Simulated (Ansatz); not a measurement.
`C#[C][Ga]([Cl])[Cl]` + `N=C=O` → `O=C=[N][Ga]([Cl])[Cl]` + acetylene at 600 K and 1 bar (ligand exchange at a Ga–C bond).

Computed with Ansatz on PBE0-D4/def2-TZVP structures; ΔE is electronic, products minus reactants. CCSD(T)/CBS adds triple-zeta CCSD(T) − MP2 to the extrapolated MP2 energy (def2 sets, frozen cores). This one scheme is used for every species. For Ga outer-core shells are correlated without core-valence functions, which leaves a few kJ/mol of doubt a bond. Scalar relativity is left out up to krypton. One conformer a species, not always the lowest.

```
                species  CCSD(T)/CBS energy (Eh)  H − E (kJ/mol)  S (J/(mol·K))
  `C#[C][Ga]([Cl])[Cl]`              -2920.25663           108.0          427.3
                `N=C=O`               -168.51995            83.3          274.5
`O=C=[N][Ga]([Cl])[Cl]`              -3011.56329            97.1          459.8
                  `C#C`                -77.22717            96.2          235.4
```

H − E and S are ideal-gas, rigid-rotor, harmonic terms from PBE0-D4/def2-TZVP, for one conformer and one mirror image of each species. 1 Eh = 2625.50 kJ/mol, R = 8.31446 J/(mol·K).

Task: By hand: ΔE, ΔH, ΔS and ΔG.

Result: ΔE = (-3011.56329) + (-77.22717) − (-2920.25663) − (-168.51995) = -0.01388 Eh = -36.4 kJ/mol. Δ(H − E) = 97.1 + 96.2 − 108.0 − 83.3 = 2.0, so ΔH = -34.4 kJ/mol. ΔS = 459.8 + 235.4 − 427.3 − 274.5 = -6.6 J/(mol·K). ΔG = -34.4 − 600 × (-6.6)/1000 = -30.4 kJ/mol.

Task: By hand: the equilibrium constant, and the temperature at which ΔG would vanish if ΔH and ΔS stayed fixed.

Result: log₁₀ K = −ΔG/(RT ln 10) = 2.6. ΔG = 0 at ΔH/ΔS = 5212 K, far beyond where these terms or the molecules hold.

The number of gas molecules stays the same, so ΔS is small and ΔH decides. A doubt of 5 kJ/mol in ΔE shifts log₁₀ K by 0.4 here. Other conformers and mirror images would add mixing entropy, several J/(mol·K) or more a flexible species. Modes under 60 cm⁻¹, often nearly free rotors, make the harmonic entropy too high. These are equilibria of isolated gas molecules and say nothing of rates. Largest T1 diagnostic: 0.018 (customary marks: 0.02 for closed shells, 0.045 for open ones).
